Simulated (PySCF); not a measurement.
A structure optimised at PBE0-D3(BJ)/def2-SVP, used in a PySCF frequency run:

```xyz
12

C     -1.8116    -0.8893     0.0000
B     -0.2404    -0.9631     0.0000
O      0.4490    -2.1287     0.0000
C      0.6636     0.3212     0.0000
F      1.9944     0.1343     0.0000
C      0.2617     1.6001     0.0000
F     -1.0221     1.9365     0.0000
H     -2.2925    -1.8803     0.0000
H     -2.1753    -0.3294     0.8768
H     -2.1753    -0.3294    -0.8768
H     -0.1268    -2.8998     0.0000
H      0.9468     2.4536     0.0000
```

**Question.** Write its SMILES, formula and point group.

**Answer.** CB(O)/C(F)=C\F, C3H5BF2O, Cs

**Question.** What are its rotational constants (standard atomic weights)?

**Answer.** 3.1616, 2.3273, 1.3516 GHz
